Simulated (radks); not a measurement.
Q: Sb V, 47 electrons, occupied as [Kr] 4d10 5s1. Calculated with a radial shooting solver on a logarithmic mesh with Libxc functionals: Dirac Kohn-Sham, PW91, spin-unpolarised, spherical densities, point nucleus. Some entries of the table are withheld. Estimate them.

orbital  occ.  eigenvalue (hartree)  r(max) (bohr)  <r> (bohr)
1s1/2       2             -1114.702        0.01834     0.02842
2s1/2       2             -170.9244         0.1038         (1)
2p1/2       2             -160.0209        0.07982      0.1032
2p3/2       4             -150.7623        0.08443      0.1087
3s1/2       2             -34.78678         0.3001      0.3303
3p1/2       2                   (2)         0.2864         (3)
3p3/2       4                   (4)         0.2969         (5)
3d3/2       4             -20.74522         0.2425      0.3033
3d5/2       6             -20.39014         0.2455      0.3069
4s1/2       2              -7.04163         0.7227      0.7899
4p1/2       2              -5.53227         0.7456      0.8307
4p3/2       4              -5.21490         0.7700      0.8593
4d3/2       4              -2.81911         0.8396       1.004
4d5/2       6              -2.77219         0.8486       1.016
5s1/2       1              -1.83267          1.769       1.950
5p1/2       0                   (6)          1.973       2.197
5p3/2       0                   (7)          2.035       2.260
5d3/2       0                   (8)          2.706       2.952
5d5/2       0                   (9)          2.729       2.971
6s1/2       0              -0.82664          3.726       3.803
4f5/2       0              -0.71022          2.291       2.637
4f7/2       0              -0.70953          2.298       2.643

A: 
(1) 2s1/2 <r> (bohr): 0.1222
(2) 3p1/2 eigenvalue (hartree): -30.32895
(3) 3p1/2 <r> (bohr): 0.3208
(4) 3p3/2 eigenvalue (hartree): -28.62049
(5) 3p3/2 <r> (bohr): 0.3321
(6) 5p1/2 eigenvalue (hartree): -1.46405
(7) 5p3/2 eigenvalue (hartree): -1.42010
(8) 5d3/2 eigenvalue (hartree): -0.91707
(9) 5d5/2 eigenvalue (hartree): -0.91145
